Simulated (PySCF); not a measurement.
2,6-dimethyl-4-pyrone: 4 charge schemes on one density

Compound: 2,6-dimethyl-4-pyrone, C7H8O2.
Z-matrix (Å and degrees, GFN2-xTB geometry), rows numbered from 1:
```
C 
C   1  1.4948
C   2  1.3438  1  125.15
C   3  1.4604  2  121.68  1  -179.94
O   4  1.2196  3  123.75  2  -179.97
C   4  1.4604  3  112.48  2     0.04
C   6  1.3438  4  121.69  3    -0.05
C   7  1.4947  6  125.15  4  -179.94
O   7  1.3520  6  122.52  4     0.08
H   1  1.0889  2  109.91  3  -120.88
H   1  1.0890  2  109.90  3   120.77
H   1  1.0847  2  110.51  3    -0.06
H   3  1.0776  2  120.46  1     0.11
H   6  1.0775  4  117.85  3  -179.98
H   8  1.0888  7  109.94  6  -120.64
H   8  1.0846  7  110.50  6     0.19
H   8  1.0888  7  109.89  6   121.00
```

Density: PBE0/pcSseg-1 (PySCF); schemes: Mulliken, IAO, Hirshfeld and ESP-fitted. Geometry: GFN2-xTB; no solvent, vibrations or thermal averaging.

Task: Tabulate the Mulliken, IAO, Hirshfeld and ESP-fitted charges.

Result: In e; atoms taken as equivalent share a row and are averaged (×n: the atom named and its like, n in all):

```json
{"atom": "C1/C8", "environment": "carbon bonded to C and 3 H", "Mulliken": "-0.149", "IAO": "-0.435", "Hirshfeld": "-0.115", "ESP-fitted": "-0.599"}
{"atom": "C2/C7", "environment": "unsaturated ring carbon", "Mulliken": "+0.083", "IAO": "+0.230", "Hirshfeld": "+0.099", "ESP-fitted": "+0.577"}
{"atom": "C3/C6", "environment": "unsaturated ring CH carbon", "Mulliken": "-0.214", "IAO": "-0.268", "Hirshfeld": "-0.091", "ESP-fitted": "-0.755"}
{"atom": "C4", "environment": "ring carbonyl carbon", "Mulliken": "+0.380", "IAO": "+0.343", "Hirshfeld": "+0.108", "ESP-fitted": "+0.880"}
{"atom": "O5", "environment": "carbonyl oxygen", "Mulliken": "-0.411", "IAO": "-0.476", "Hirshfeld": "-0.290", "ESP-fitted": "-0.580"}
{"atom": "O9", "environment": "ring oxygen", "Mulliken": "-0.435", "IAO": "-0.259", "Hirshfeld": "-0.054", "ESP-fitted": "-0.340"}
{"atom": "H10 (×6)", "environment": "methyl hydrogen", "Mulliken": "+0.139", "IAO": "+0.165", "Hirshfeld": "+0.056", "ESP-fitted": "+0.180"}
{"atom": "H13/H14", "environment": "hydrogen on C3", "Mulliken": "+0.097", "IAO": "+0.173", "Hirshfeld": "+0.056", "ESP-fitted": "+0.256"}
```

Mean size of the charges over all atoms: ESP-fitted 0.427 e, IAO 0.252 e, Mulliken 0.185 e, Hirshfeld 0.089 e. Each set sums to the total charge, 0, to within 0.001 e. The Hirshfeld scheme divides the density at each point in proportion to the densities of the neutral, spherically averaged free atoms.

Lowest charge. The schemes don't all agree: Mulliken O9 (-0.435); IAO O5 (-0.476); Hirshfeld O5 (-0.290); ESP-fitted C3/C6 (-0.755).

Highest charge. All schemes agree: Mulliken C4 (+0.380); IAO C4 (+0.343); Hirshfeld C4 (+0.108); ESP-fitted C4 (+0.880).

Task: Sum the charges by element.

Result: 
| element | atoms | Mulliken | IAO | Hirshfeld | ESP-fitted |
| --- | --- | --- | --- | --- | --- |
| C | 7 | -0.181 | -0.603 | -0.105 | -0.674 |
| O | 2 | -0.846 | -0.734 | -0.344 | -0.919 |
| H | 8 | +1.027 | +1.337 | +0.449 | +1.593 |

Task: How many electrons does the ESP-fitted scheme count on C1?

Result: Its own charge is -0.597 e, so Z − q = 6.597.

The run behind these numbers computed NMR shieldings as well. Hardware: one thread, x86-64 server, no GPU, shared host. Cost: 30 s.
